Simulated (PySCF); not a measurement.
Species: C5H5N2S (doublet state).
Cartesian coordinates in Å at the GFN2-xTB level; atoms count from 1:
```xyz
13
C5H5N2S angstrom
C     -2.0137    0.0576    0.9932
C     -1.2620   -0.3231   -0.2245
S     -1.9395   -1.0083   -1.5383
C      0.1573   -0.0475   -0.2455
N      0.9828   -0.5271   -1.1210
C      2.2709   -0.0022   -0.7848
C      1.9607    0.8361    0.4156
N      0.7354    0.8006    0.7222
H     -1.7622    1.0802    1.2733
H     -3.0836   -0.0493    0.8400
H     -1.7019   -0.5785    1.8235
H      2.9694   -0.8086   -0.5538
H      2.6819    0.5706   -1.6177
```

The hyperfine couplings belong to this conformer and change with its torsions.

As a line formula: `CC(=S)C1=NC[C]=N1` [radical].

The calculation used PySCF, UKS B3LYP, pcH-1 on C H N S, non-relativistic, mean-field spin-orbit, GIAO. The structure is a single GFN2-xTB conformer in the gas phase; no vibrational or solvent corrections. Couplings are sensitive to structure, and on GFN2-xTB geometries they can be far from those on DFT ones. The frame is twisted about the C2–C4 bond at this geometry (dihedral C1–C2–C4–N8 = -13°); couplings at other torsion angles weren't computed. Stability of the SCF solution: not tested.

Principal values of hyperfine tensors in MHz (contact, dipolar and spin–orbit terms together), for some of the nuclei:

```
atom  isotope      A1      A2      A3
  C7      13C  450.70  468.01  635.71
  C4      13C  102.58  107.46  128.24
  C6      13C   89.10   89.52  127.75
  N8      14N   78.17   86.32   94.00
 H12       1H  -20.52  -17.82    0.41
 H13       1H  -19.82  -17.12    0.77
  N5      14N  -10.77   -5.28    3.69
  S3      33S   -2.29    0.88    8.62
```

**Question.** Split each tensor into its isotropic and traceless parts, and turn a_iso into mT with g = 2.0018.

**Answer.** a_iso = (A1 + A2 + A3)/3, Ti = Ai − a_iso; 1 mT corresponds to 28.018 MHz. The tensors hold a spin–orbit part: the run splits a_iso into a_FC + a_SO, and T includes its anisotropic share.

```csv
atom,a_iso (MHz),a_FC,a_SO,a_iso (mT),T1,T2,T3
C7,518.14,518.34,-0.20,18.493,-67.44,-50.13,117.57
C4,112.76,112.77,-0.01,4.025,-10.18,-5.30,15.48
C6,102.12,102.13,-0.01,3.645,-13.02,-12.60,25.62
N8,86.17,86.18,-0.01,3.075,-8.00,0.16,7.84
H12,-12.65,-12.65,0.00,-0.451,-7.87,-5.18,13.05
H13,-12.06,-12.06,0.00,-0.430,-7.77,-5.06,12.83
N5,-4.12,-4.08,-0.04,-0.147,-6.65,-1.16,7.81
S3,2.40,2.35,0.05,0.086,-4.69,-1.52,6.22
```

**Question.** What spin density at the nucleus of C4 lies behind its contact coupling (g_N = 1.40482)?

**Answer.** a_FC = (2μ0/3) gₑ μB g_N μN ρ(0)/(2S·h) = 800.24 MHz × g_N × ρ(0)/(2S), with ρ in bohr⁻³. With a_FC = 112.77 MHz and 2S = 1, ρ(0) = 0.1003 bohr⁻³.

**Question.** C2 (13C, g_N = 1.40482) isn't in the table. Its spin density at the nucleus is -0.003536 bohr⁻³. What is its contact coupling?

**Answer.** By the same relation, a_FC = -3.98 MHz. Its full tensor has the principal values -7.00, -3.75, -1.22 MHz.

**Question.** Which nucleus of the table has the largest anisotropic coupling, and what is its form?

**Answer.** C7: -67.4, -50.1, 117.6 MHz (the dipolar term alone has -67.1, -50.3, 117.4), rhombic: the two smaller values differ by 15 % of the largest.
